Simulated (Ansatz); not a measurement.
System: sum formula H₉Si₃NO, net charge 0, singlet state. 
Coordinates optimised at B3LYP-D3(BJ)/def2-TZVP (Ansatz, an electronic-structure program):
```
Si
O 1 1.6367
Si 2 1.6334 1 153.11
N 1 1.7161 2 112.32 3 -160.93
H 4 1.0115 1 115.31 2 87.68
Si 4 1.7331 5 115.94 1 172.16
H 1 1.4761 2 107.96 3 79.95
H 6 1.4789 4 106.87 5 179.45
H 3 1.4790 2 108.65 1 163.35
H 1 1.4797 7 112.05 2 118.99
H 3 1.4813 9 109.39 2 -120.32
H 3 1.4824 9 109.39 11 -119.27
H 6 1.4829 8 109.85 4 120.65
H 6 1.4838 8 109.26 13 117.62
```

Basis-set convergence of Hartree-Fock and MP2 correlation energies (hartree) with Ansatz. Cores are frozen in the correlated levels unless marked. Spin-orbit coupling is left out. No relativistic terms.

```csv
basis,functions,E(HF),"E(corr, MP2)"
aug-cc-pV(D+d)Z,223,-1001.52203,-0.69539
aug-cc-pV(T+d)Z,464,(withheld),(withheld)
```

**Question.** Fill in the missing entries.

**Answer.** 
- aug-cc-pV(T+d)Z, E(HF): -1001.61389
- aug-cc-pV(T+d)Z, E(corr, MP2): -0.83845
